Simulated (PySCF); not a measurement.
Simulated outer-valence photoelectron spectrum of `C/N=[CH]\[GeH3]`. Level of theory: EOM-IP-CCSD/aug-cc-pVDZ in PySCF, restricted Hartree–Fock reference, 12 core orbitals frozen, non-relativistic, gas phase, PBE0-D3(BJ)/def2-SVP geometry.

Each root has a Gaussian of 0.4 eV full width with its one-hole share as area; cross sections and vibrations are left out, and the highest printed point is 100.

(ionisation energy (eV), intensity): (8.4, 1), (8.6, 12), (8.8, 51), (9.0, 52), (9.2, 13), (9.4, 1), (9.6, 0), (9.8, 0), (10.0, 0), (10.2, 0), (10.4, 0), (10.6, 3), (10.8, 28), (11.0, 61), (11.2, 33), (11.4, 4), (11.6, 0), (11.8, 4), (12.0, 33), (12.2, 78), (12.4, 97), (12.6, 100), (12.8, 60), (13.0, 13), (13.2, 1), (13.4, 0), (13.6, 0), (13.8, 0), (14.0, 4), (14.2, 31), (14.4, 60), (14.6, 30), (14.8, 15), (15.0, 49), (15.2, 53), (15.4, 15), (15.6, 17), (15.8, 54), (16.0, 45), (16.2, 9), (16.4, 0)

Task: Where are the maxima, and how many lines lie under the curve?

Result: 6 maxima, at 8.9, 11.0, 12.5, 14.4, 15.1 and 15.9 eV, from 8 lines. At this width some lines have no maximum of their own.

Task: List the lines with their holes.

Result: 
| E (eV) | leading hole (HF orbital) | area | Koopmans (eV) |
| --- | --- | --- | --- |
| 8.90 | HOMO | 0.95 | 10.20 |
| 11.01 | HOMO-1 | 0.95 | 11.30 |
| 12.19 | HOMO-2 | 0.94 | 12.87 |
| 12.47 | HOMO-3 | 0.94 | 13.13 |
| 12.70 | HOMO-4 | 0.94 | 13.96 |
| 14.40 | HOMO-5 | 0.94 | 15.85 |
| 15.11 | HOMO-6 | 0.94 | 16.16 |
| 15.87 | HOMO-7 | 0.93 | 17.60 |

The widest gap, 2.11 eV, lies between 8.90 and 11.01 eV. Only orbitals with −ε under 21 eV, eight at most, were ionised, so the high end of the curve may lack lines.
